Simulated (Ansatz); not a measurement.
NaS+, multiplicity 3 (lowest of 2S+1 = 1, 3, 5 at CCSD(T)/def2-TZVPP on PBE0 minima; our sources give no spin for the ground state, which may be another), most abundant isotopes (22.9898 and 31.9721 u). Constants from fifth-degree fits in 1/R to seven points on the lowest solution found; no spin–orbit coupling, no relativity up to Kr; ω_e x_e and α_e move by some per cent with the fit.

Correlated levels freeze the inner cores; with def2 sets outer-core shells near the valence are correlated too.

Run with Ansatz (a first-principles code) with Gaussian orbitals. 

```json
[
 {"level": "PBE/def2-TZVPP", "r_e (Å)": "2.8676", "ω_e (cm⁻¹)": "173.5", "ω_e x_e (cm⁻¹)": "1.82", "α_e (cm⁻¹)": "0.00213"},
 {"level": "CCSD(T)/def2-QZVPP", "r_e (Å)": "2.8553", "ω_e (cm⁻¹)": "171.8", "ω_e x_e (cm⁻¹)": "1.86", "α_e (cm⁻¹)": "0.00239"}
]
```

Derive the rotational constants, the centrifugal constant, the fundamental, the zero-point energy and the force constant.


μ = 13.37347 u.
- PBE/def2-TZVPP: B_e = 16.8576/(μ r_e²) = 0.15329 cm⁻¹; B₀ = B_e − α_e/2 = 0.15222 cm⁻¹; D = 4B_e³/ω_e² = 4.79e-07 cm⁻¹; fundamental ω_e − 2ω_e x_e = 170 cm⁻¹; zero-point energy ω_e/2 − ω_e x_e/4 = 86 cm⁻¹; k = μ(2πcω_e)² = 23.7 N/m
- CCSD(T)/def2-QZVPP: B_e = 16.8576/(μ r_e²) = 0.15462 cm⁻¹; B₀ = B_e − α_e/2 = 0.15342 cm⁻¹; D = 4B_e³/ω_e² = 5.01e-07 cm⁻¹; fundamental ω_e − 2ω_e x_e = 168 cm⁻¹; zero-point energy ω_e/2 − ω_e x_e/4 = 85 cm⁻¹; k = μ(2πcω_e)² = 23.3 N/m
